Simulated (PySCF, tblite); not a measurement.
Species: YF3 (singlet state).
Bonds: Y1–F2, Y1–F3, Y1–F4.

The calculation used PySCF 2.14.0, PBE0-D3(BJ)/def2-SVP geometry optimisation, gas phase, def2 core potentials past Kr.

Question: List the bond lengths and angles at this level.

Answer: 
```json
{"bond": "Y1–F2, Y1–F3, Y1–F4", "length (Å)": "1.994"}
```

Bonds in one row agree within 0.01 Å and their mean is given. A selection of angles:
```json
{"angle": "F2–Y1–F3", "degrees": "120.5"}
{"angle": "F2–Y1–F4", "degrees": "120.4"}
```

The 4 heavy atoms lie in one plane (0.016 Å rms). All 3 F–Y bonds measure 1.993 to 1.995 Å. Y1 (yttrium bonded to 3 F) is planar (angles 120.5°, 120.4° and 119.0°, sum 359.9°, 0.04 Å off the plane of its three neighbours).

Stationary, but not proved a minimum.

---

Compound: Cl₂HSi (doublet state).
Numbering: `[Cl:1][SiH:2][Cl:3]` (hydrogens: H4 on Si2)

Structure optimised with GFN2-xTB, isolated species. This method treats the open shell by occupation alone, without spin polarisation.

Problem. What internal coordinates does the optimisation give?

Solution. 
| bond | length (bohr) | order |
| --- | --- | --- |
| Cl1–Si2, Si2–Cl3 | 3.821 | single |
| Si2–H4 | 2.743 | single |

Bonds in one row agree within 0.02 bohr and their mean is given. Orders are formal, as drawn. A selection of angles:
| angle | degrees |
| --- | --- |
| Cl1–Si2–Cl3 | 109.9 |
| Cl1–Si2–H4 | 110.0 |

Si2 (silicon bonded to 2 Cl and H) is pyramidal (angles 110.0°, 110.0° and 109.9°, sum 329.9°, 0.58 Å off the plane of its three neighbours).

Point group: Cs (tolerance 0.08 Å). Its GFN2-xTB frequencies are all real (lowest 147 cm⁻¹).

All values are computed, not measured.

---

Compound: CCl₃ (doublet state).
Bonds: Cl1–C2, C2–Cl3, C2–Cl4.

Computed with PBE0-D3(BJ)/def2-SVP geometry optimisation, gas phase in PySCF 2.14.0.

Problem. What internal coordinates does the optimisation give?

Solution. 
```json
{"bond": "Cl1–C2, C2–Cl3, C2–Cl4", "length (Å)": "1.712", "order": "single"}
```

Bonds in one row agree within 0.01 Å and their mean is given. Orders are formal, as drawn. A selection of angles:
```json
{"angle": "Cl1–C2–Cl3", "degrees": "117.0"}
```

All 3 C–Cl bonds measure 1.712 Å. C2 (carbon bonded to 3 Cl) has angles 117.1°, 117.1° and 117.0°, sum 351.2°, 0.30 Å off the plane of its three neighbours.

Point group: C3v (tolerance 0.08 Å). PBE0-D3(BJ)/def2-SVP frequencies: not computed here. ⟨S²⟩ = 0.754 (exact for a doublet: 0.75).

On one thread, x86-64 server, no GPU, shared host, this took 6.3 s of wall time. This is the geometry optimisation.
